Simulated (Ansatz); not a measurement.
Computed with Ansatz on PBE0-D4/def2-TZVP structures; ΔE is electronic, products minus reactants. CCSD(T)/CBS is the MP2 limit (def2-TZVPP, def2-QZVPP) plus CCSD(T) − MP2 in def2-TZVPP, frozen cores. DFT in def2-TZVPP. B3LYP here is the variant with VWN-RPA as its local correlation; programs differ in this. For Se outer-core shells are correlated without core-valence functions, which leaves a few kJ/mol of doubt a bond. Scalar relativity is left out up to krypton. One conformer a species, not always the lowest.

`OC(=[Se])O[SiH3]` + `CCB(O)O` → `CCB(O)O[SiH3]` + `OC(O)=[Se]`  (ligand exchange at the Si–O bond)

`OC(=[Se])O[SiH3]`:

Z-matrix (Å, degrees):
```
Si
O 1 1.704
H 1 1.480 2 100.7
H 1 1.476 2 110.1 3 -117.3
H 1 1.476 2 110.1 3 117.3
C 2 1.302 1 121.5 3 180.0
Se 6 1.800 2 125.2 1 0.0
O 6 1.318 2 110.7 1 -180.0
H 8 0.967 6 107.1 2 180.0
```

`CCB(O)O`:

Z-matrix (Å, degrees):
```
C
C 1 1.524
H 1 1.095 2 111.7
H 1 1.092 2 112.1 3 119.7
H 1 1.095 2 111.7 3 -120.6
B 2 1.575 1 115.9 3 60.3
H 2 1.096 1 110.2 3 -62.3
H 2 1.096 1 110.3 3 -177.1
O 6 1.363 2 118.8 1 179.6
O 6 1.370 2 123.8 1 -0.4
H 9 0.962 6 111.9 2 180.0
H 10 0.959 6 113.0 2 0.0
```

`CCB(O)O[SiH3]`:

Cartesian coordinates in Å:
```
C 1.746 -0.055 -1.536
C 0.561 0.342 -0.665
B 0.037 -0.764 0.321
O 0.636 -1.985 0.354
O -1.024 -0.548 1.169
Si -1.993 0.756 1.434
H 1.503 -0.916 -2.162
H 2.606 -0.337 -0.926
H 2.055 0.761 -2.194
H 0.808 1.234 -0.073
H -0.282 0.662 -1.294
H 0.222 -2.569 0.997
H -1.191 1.921 1.891
H -2.961 0.373 2.488
H -2.724 1.126 0.194
```

`OC(O)=[Se]`:

Cartesian coordinates in Å:
```
O 0.445 -0.004 1.230
C -0.007 0.006 -0.003
O 0.621 -0.909 -0.707
Se -1.284 1.101 -0.631
H -0.038 0.678 1.715
H 0.264 -0.872 -1.604
```

**Question.** Is it downhill or uphill in electronic energy at CCSD(T)/CBS, and by how much? (An estimate is asked.)

**Answer.** Ansatz gave: Nearly level: ΔE = -0.6 kcal/mol.

**Question.** What do these levels give: PBE-D4, ωB97X-V, ωB97M-V, B2PLYP, r2SCAN, PBE0, B3LYP, HF/def2-TZVPP, CCSD/def2-TZVPP, CCSD(T)/def2-TZVPP, HF/def2-QZVPP, SCS-MP2/def2-QZVPP? (Estimate.)

**Answer.** Ansatz gave: PBE-D4 -0.4, ωB97X-V -1.4, ωB97M-V -1.1, B2PLYP -1.4, r2SCAN -1.3, PBE0 -1.0, B3LYP -1.9, HF/def2-TZVPP -3.9, CCSD/def2-TZVPP -1.4, CCSD(T)/def2-TZVPP -0.9, HF/def2-QZVPP -3.9, SCS-MP2/def2-QZVPP -1.1 kcal/mol.

Largest T1 diagnostic among the species: 0.016.

In def2-TZVPP, CCSD(T) changes the Hartree–Fock value by +2.9 kcal/mol (the triples alone add +0.5 kcal/mol) and MP2 by +3.3 kcal/mol.
